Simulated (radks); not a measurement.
Q: Coherent X-ray form factor from a spherical all-electron density. Method: Dirac Kohn-Sham, LDA (Slater exchange, Perdew-Wang correlation), spin-unpolarised, spherical densities, finite nucleus; Fermi nuclear charge, rms radius of each element as measured or else 0.836 A^(1/3) + 0.57 fm; computed with a radial shooting solver on a logarithmic mesh with Libxc functionals.

sin(theta)/lambda (1/angstrom),f0 (electrons)
0.05,60.426
0.1,58.788
0.15,56.314
0.2,53.307
0.25,50.070
0.3,46.846
0.4,40.985
0.5,36.146
0.6,32.159
0.8,25.908
1,21.431
1.25,17.804
1.5,15.462
2,11.888

The species is in the configuration that NIST lists as its ground one. Which atom or ion scatters so?

A: The terbium ion Tb4+, [Xe] 4f7. Extrapolating in s^2 from the first two rows gives f0(0) = 61.0, near the electron count 61; among species with that count, the fall with angle is slower the higher Z, and the table is that of Z = 65; from so few rows the species is fixed only to a neighbour or two.
